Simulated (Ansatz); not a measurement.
`N[SiH2][SiH](F)[SiH3]`. The species carries charge 0 and has multiplicity 1. The structure was optimised at the PBE0-D4/def2-TZVP level. It is one conformer, not always the lowest.

```xyz
13

N    -0.441   -1.128    2.627
Si    0.455   -0.387    1.352
Si   -0.732    0.069   -0.631
F    -1.377   -1.305   -1.194
Si    0.596    1.040   -2.305
H    -0.701   -2.097    2.531
H    -1.183   -0.609    3.070
H     1.594   -1.286    1.021
H     0.978    0.920    1.839
H    -1.874    0.988   -0.342
H    -0.183    1.303   -3.545
H     1.748    0.160   -2.639
H     1.122    2.332   -1.785
```

(1) What is the dipole moment at PBE/def2-TZVPP? (Best estimate.)

(2) And with r2SCAN, B3LYP, ωB97M-V? (Best estimate.)

(3) Give the Mulliken charges with PBE, B3LYP, ωB97M-V in def2-TZVPP. (Estimate.)

## Answers

(1) Computed: 1.41 D, with components (-0.56, 0.14, 1.29) D in this frame, pointing from negative to positive charge.

(2) Computed: r2SCAN 1.37 D, B3LYP 1.31 D, ωB97M-V 1.29 D.

(3) Computed: 
```
atom    PBE  B3LYP  ωB97M-V
  N1  -0.38  -0.39    -0.36
 Si2   0.22   0.29     0.21
 Si3   0.41   0.47     0.39
  F4  -0.29  -0.34    -0.33
 Si5   0.05   0.11     0.00
  H6   0.15   0.14     0.12
  H7   0.15   0.14     0.12
  H8  -0.05  -0.07    -0.02
  H9  -0.06  -0.07    -0.03
 H10  -0.09  -0.10    -0.06
 H11  -0.04  -0.05    -0.01
 H12  -0.04  -0.05    -0.02
 H13  -0.04  -0.06    -0.02
```

B3LYP here is the variant with VWN-RPA as its local correlation; programs differ in this.
